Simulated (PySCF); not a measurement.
Al(F)(OMe)(SiH3) (CH₆AlFOSi), SMILES [F][Al]([O]C)[SiH3].

The structure is a stationary point at B3LYP-D3(BJ)/def2-SVP. The structure was generated by enumeration; whether it is a known compound was not checked. Other conformers were not sampled.

Calculation: PBE/def2-TZVP run with PySCF.

The molecule is in vacuum.

```
Quantity                                                                                                       Result
---------------------------------------------------------------------------------------------  ----------------------
total energy                                                                                       -748.40585 hartree
highest occupied level                                                                                       -6.88 eV
lowest empty level                                                                                           -1.87 eV
orbital gap                                                                                                   5.01 eV
dipole moment                                                                                                  1.17 D
quadrupole, principal values (traceless, Buckingham form, about the centre of nuclear charge)   -8.82, 4.32, 4.50 D·Å
mean static polarisability                                                                      74.8 bohr³ (11.09 Å³)
polarisability, principal values                                                               62.0, 66.9, 95.6 bohr³
```
